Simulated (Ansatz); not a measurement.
C5H14GeO⁺, that is GeHMe2(OiPr) with one electron fewer. Total charge 1; doublet. Geometry PBE0-D4/def2-SVP, that of the neutral singlet; atoms count from 1.

```tsv
atom	x (Å)	y (Å)	z (Å)
Ge1	-0.741	-1.191	0.070
H2	-0.316	-1.645	1.490
C3	-2.659	-1.307	-0.202
H4	-2.998	-2.353	-0.170
H5	-2.917	-0.884	-1.184
H6	-3.190	-0.736	0.573
C7	0.230	-2.166	-1.308
H8	-0.058	-3.228	-1.305
H9	1.316	-2.097	-1.154
H10	-0.010	-1.741	-2.294
O11	-0.366	0.556	-0.062
C12	0.622	1.191	0.716
C13	0.401	2.688	0.589
C14	2.023	0.781	0.287
H15	0.496	0.912	1.784
H16	0.527	2.999	-0.460
H17	1.112	3.252	1.211
H18	-0.622	2.946	0.899
H19	2.186	-0.299	0.434
H20	2.173	1.007	-0.781
H21	2.792	1.314	0.868
```

(1) Estimate the Mulliken populations from the PBE0/def2-TZVP orbitals of Ansatz.

(2) Where does the spin sit?

(3) And the Mayer bond orders between heavy atoms (over 0.3)?

## Answers

(1) 
```tsv
atom	charge (e)	spin (α − β)
Ge1	0.28	-0.02
H2	0.09	0.00
C3	-0.42	0.09
H4	0.19	0.00
H5	0.18	0.00
H6	0.19	0.00
C7	-0.42	0.16
H8	0.20	0.01
H9	0.18	0.00
H10	0.19	0.00
O11	-0.11	0.59
C12	0.02	-0.01
C13	-0.34	0.00
C14	-0.37	0.10
H15	0.16	0.06
H16	0.16	0.00
H17	0.16	0.00
H18	0.16	0.01
H19	0.16	0.00
H20	0.17	0.00
H21	0.19	0.01
```
Mulliken values depend strongly on the basis.

(2) Summed by element: Ge -0.02, H 0.08, C 0.35, O 0.59, of 1 unpaired in all. Largest on single atoms: O11 0.59, C7 0.16, C14 0.10.

(3) Ge1–C3 0.97 (1.94 Å); Ge1–C7 0.89 (1.95 Å); Ge1–O11 0.84 (1.79 Å); O11–C12 0.97 (1.41 Å); C12–C13 1.03 (1.52 Å); C12–C14 0.93 (1.52 Å).
